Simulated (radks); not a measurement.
Task: Ga4+, configuration [Ar] 3d8.75 4p0.25 (fractional occupations, a model configuration). Calculated with a radial shooting solver on a logarithmic mesh with Libxc functionals: scalar-relativistic Kohn-Sham, r2SCAN, spin-polarised, spherical densities, finite nucleus; open shells are filled with parallel spins first; meta-GGA in the generalised Kohn-Sham scheme; Fermi nuclear charge, rms radius 3.9973 fm. Some entries of the table are withheld. Estimate them.

orbital  occ.  eigenvalue (hartree)  <r> (bohr)  r(max) (bohr)
1s up       1             -379.3523     0.04861        0.03179
1s down     1             -379.3514     0.04861        0.03179
2s up       1             -49.15977      0.2176         0.1823
2s down     1             -49.11280      0.2174         0.1822
2p up       3             -43.02067      0.1907         0.1465
2p down     3             -42.98487      0.1906         0.1465
3s up       1              -7.89379      0.6444         0.5619
3s down     1              -7.81325      0.6456         0.5624
3p up       3              -6.00806      0.6670         0.5639
3p down     3              -5.92736      0.6687         0.5646
3d up       5              -2.94107         (1)         0.5251
3d down  3.75              -2.85863         (2)         0.5271
4s up       0                   (3)       1.803          1.614
4s down     0                   (4)       1.804          1.616
4p up    0.25              -1.48613       2.049          1.823
4p down     0              -1.43240       2.054          1.826
4d up       0              -0.93449       2.717          2.428

Result: 
(1) 3d up <r> (bohr): 0.7317
(2) 3d down <r> (bohr): 0.7366
(3) 4s up eigenvalue (hartree): -1.89082
(4) 4s down eigenvalue (hartree): -1.83659
